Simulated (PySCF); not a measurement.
Some computed properties have been withheld. Give your best values.

Species: (OMe)3Si-S-SiH3, C₃H₁₂O₃SSi₂.
Z-matrix (Å and degrees, PBE0-D3(BJ)/def2-SVP geometry), rows numbered from 1:
```
Si
O   1  1.6433
C   2  1.4006  1  127.89
O   1  1.6378  2  107.93  3  -165.66
C   4  1.4056  1  124.21  2    43.53
O   1  1.6366  2  114.50  3    77.59
C   6  1.4002  1  129.61  2   -91.54
S   1  2.1476  2  107.22  3   -45.62
Si  8  2.1567  1   96.39  2  -158.43
H   3  1.1048  2  111.88  1    48.99
H   3  1.1041  2  111.58  1   -72.64
H   3  1.1001  2  108.67  1   168.33
H   5  1.0997  4  108.30  1  -173.80
H   5  1.1044  4  111.40  1    67.07
H   5  1.1022  4  111.41  1   -54.06
H   7  1.1041  6  111.90  1   -27.69
H   7  1.1035  6  110.92  1    93.46
H   7  1.1008  6  108.89  1  -147.68
H   9  1.4907  8  110.55  1   -45.71
H   9  1.4912  8  111.38  1    76.82
H   9  1.4910  8  105.77  1  -164.65
```

| property | level | value |
| --- | --- | --- |
| point group | PBE0-D3(BJ)/def2-SVP | ? |
| rotational constants A, B, C | PBE0-D3(BJ)/def2-SVP | ? |
| dipole moment | CAM-B3LYP/def2-SVPD | 1.10 D |
| HOMO energy | CAM-B3LYP/def2-SVPD | -8.80 eV |
| LUMO energy | CAM-B3LYP/def2-SVPD | 0.74 eV |
| lowest singlet excitation | TDDFT CAM-B3LYP/def2-SVPD | ? |
| strongest line among the 10 lowest singlet transitions | TDDFT CAM-B3LYP/def2-SVPD | S5 at 7.51 eV (165 nm, f = 0.035) |
| lowest triplet excitation (Tamm–Dancoff) | TDA CAM-B3LYP/def2-SVPD | ? |
| static isotropic polarisability | CAM-B3LYP/def2-SVPD | 117.8 au |
| vertical ionisation energy | ΔSCF CAM-B3LYP/def2-SVPD | 9.49 eV |
| electronic spatial extent ⟨r²⟩ about the centre of nuclear charge | CAM-B3LYP/def2-SVPD | 2016 bohr² |
| 13C chemical shifts (computed TMS as zero) by class | GIAO KT2/pcSseg-1 | ? |
| 1H chemical shifts (computed TMS as zero) by class | GIAO KT2/pcSseg-1 | 4.64 (H19/H20/H21), 3.71 (H10/H11/H12/H13/H14/H15/H16/H17/H18) ppm |
| isotropic shieldings of nuclei other than C and H, by class | GIAO KT2/pcSseg-1 | ? |

Gas-phase values; electronic properties from PySCF, density fitting. Geometry: PBE0-D3(BJ)/def2-SVP, one conformer, isolated molecule. NMR classes are plain means over equivalent atoms (diastereotopic ones count apart unless rotation or inversion swaps them), as if these changed places fast; in this geometry the members of some classes differ.

(1) Give the lowest singlet excitation.

(2) Give the isotropic shieldings of nuclei other than C and H, by class.

(3) What are the 13C chemical shifts (computed TMS as zero) by class?

(4) What are the rotational constants A, B, C?

(5) What is the lowest triplet excitation (Tamm–Dancoff)?

(6) What is the point group?

## Answers

(1) 6.31 eV (197 nm, f = 0.020).

(2) 275 (O2/O4/O6), 409 (Si1), 415 (Si9), 813 (S8) ppm.

(3) 53.6 (C3/C5/C7) ppm.

(4) 1.097, 0.822, 0.701 GHz.

(5) 5.91 eV.

(6) C1.

With B = h/(8π²I), that is 505.379 GHz u Å² over I, the principal moments of inertia are 460.9, 615.0 and 720.8 u Å² (most abundant isotopes). No computed singlet falls in the visible range (750 to 380 nm, 1.65 to 3.26 eV); S1 lies 3.05 eV above its blue end. The principal polarisabilities are 106.2, 116.2 and 131.0 au; their mean is the isotropic value. The polarisability is 17.45 Å³ as a volume (1 au = 0.148185 Å³), or 1.20 au for each of the 98 electrons. In atomic units the dipole is 0.43 e·bohr (1 au = 2.5417 D). The largest Löwdin shares of the HOMO are 0.69 on S8, 0.10 on Si9 and 0.04 on Si1.
